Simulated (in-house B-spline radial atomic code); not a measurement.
# Ionising Ti with different functionals

Computed with a radial B-spline atomic code at the basis-set limit: non-relativistic Hamiltonian, point nucleus, spin-polarised at highest spin, spherical fractional occupations for the functionals, and exact exchange of hybrids averaged over the configuration. The ionisation energy is the difference of two self-consistent energies, [Ar] 3d2 4s2 → [Ar] 3d2 4s1, without Breit or QED terms; ε is the level of the shell that loses the electron (its least bound occupied spin orbital).

```csv
method,rung,ΔSCF (eV),-ε(4s) (eV)
PBE0,global hybrid,6.54,4.74
B3LYP,global hybrid,6.83,4.68
TPSSh,global hybrid,6.52,4.37
M06-2X,global hybrid,7.18,5.34
BHandHLYP,global hybrid,6.62,5.26
r2SCAN0,global hybrid,6.39,4.77
B97-1,global hybrid,6.96,4.65
HSE06,range-separated hybrid,6.55,4.37
wB97X,range-separated hybrid,6.99,6.63
CAM-B3LYP,range-separated hybrid,6.78,5.72
LC-wPBE,range-separated hybrid,6.37,6.51
```

Problem. Among the functionals, which spreads more, the ΔSCF values or the orbital energies?

Solution. The orbital energies: ΔSCF values span about 0.81 eV and the orbital energies 2.27 eV.

Problem. How do they compare with the NIST value?

Solution. NIST lists 6.828 eV (measured, ground level to ground level). Errors run from -0.45 to +0.36 eV; B3LYP is closest (+0.00 eV), but part of that can be cancellation, since the calculations leave out relativity, Breit-QED terms, multiplet and fine-structure energies.
